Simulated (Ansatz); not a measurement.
Total energies of cyclo-(H2GeSe)2 (Ge₂H₄Se₂) from Ansatz at revPBE-D4/def2-TZVP, gas phase (1 Eh = 27.2114 eV = 2625.5 kJ/mol). The reference geometry is relaxed at PBE-D4/def2-SVP.

```csv
state,geometry,energy (Eh)
charge 0 singlet,reference,-8958.92380
charge 1 doublet,reference,-8958.61429
free Ge atom (triplet),–,-2076.76121
free H atom (doublet),–,-0.50412
free Se atom (triplet),–,-2401.29163
```

Task: Work out the vertical ionisation energy to the doublet.

Result: E(charge 1 doublet) − E(charge 0 singlet) = -8958.61429 − (-8958.92380) = 0.30951 Eh = 8.42 eV. For comparison, −ε of the highest occupied level is 5.87 eV at this level, 2.55 eV less.

Task: What is the binding energy per atom against free atoms?

Result: Atoms: 2 × (-2076.76121) + 4 × (-0.50412) + 2 × (-2401.29163) = -8958.12216 Eh. Binding: -8958.12216 − (-8958.92380) = 0.80164 Eh = 21.81 eV, or 2.73 eV for each of 8 atoms (no zero-point energy, no counterpoise term).
